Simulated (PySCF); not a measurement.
Computed with PySCF with PBE-D3(BJ)/def2-TZVP // B3LYP-D3(BJ)/def2-TZVP. Isolated molecules, 0 K electronic values unless said otherwise. One relaxed conformer stands for a flexible species; it need not be the lowest. Excitations are Tamm–Dancoff values on a coarser integration grid. The basis has no diffuse functions, so Rydberg states are missing or too high.

Reference species (SMILES): `B(O)(O)O` (neutral, multiplicity 1).

- LUMO: -0.72 eV
- S1–T1 gap (TDA): 0.14 eV
- S1 oscillator strength: 0.001

After one change: the LUMO decreases by 1.82 eV; the S1–T1 gap (TDA) goes up by 0.58 eV; the S1 oscillator strength hardly moves.

Problem. What was changed between the two runs? The new species is one of these.
A) `OB(O)[SiH3]` (H–O–B–Si torsion 1°, Si–B–O–H torsion -1°)
B) `OB([SiH3])[SiH3]` (H–O–B–Si torsion 0°)
C) `[SiH3]B([SiH3])[SiH3]`

Solution. B, `OB([SiH3])[SiH3]` (H–O–B–Si torsion 0°)
